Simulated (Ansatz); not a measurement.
Isolated molecules relaxed with PBE0-D4/def2-TZVP in Ansatz; ΔE leaves out vibrations. CCSD(T)/CBS adds triple-zeta CCSD(T) − MP2 to the extrapolated MP2 energy (def2 sets, frozen cores). For Ge outer-core shells are correlated without core-valence functions, which leaves a few kJ/mol of doubt a bond. Scalar relativity is left out up to krypton. One conformer a species, not always the lowest.

Consider the redistribution: `CBO[SiH2][SiH3]` + `N[CH2][GeH2][OH]` → `[OH][GeH2][SiH2][SiH3]` + `CBOCN`.

```csv
species,CCSD(T)/CBS(def2) energy (Eh)
`CBO[SiH2][SiH3]`,-721.67278
`N[CH2][GeH2][OH]`,-2248.26277
`[OH][GeH2][SiH2][SiH3]`,-2734.26561
`CBOCN`,-235.63085
```

**Question.** Work out ΔE.

**Answer.** ΔE = (-2734.26561) + (-235.63085) − (-721.67278) − (-2248.26277) = 0.03909 Eh = +102.6 kJ/mol.

Largest T1 diagnostic among the species: 0.013.

From PBE to PBE0 (25 % exact exchange), in def2-TZVPP and without D4, ΔE moves by +8.3 kJ/mol. The D4 term adds +3.2 kJ/mol with B3LYP and +1.7 kJ/mol with PBE0; it sums over pairs of atoms, weighted by their polarisabilities, and B3LYP, whose exchange is more repulsive, gets the larger term.

B3LYP here is the variant with VWN-RPA as its local correlation; programs differ in this.
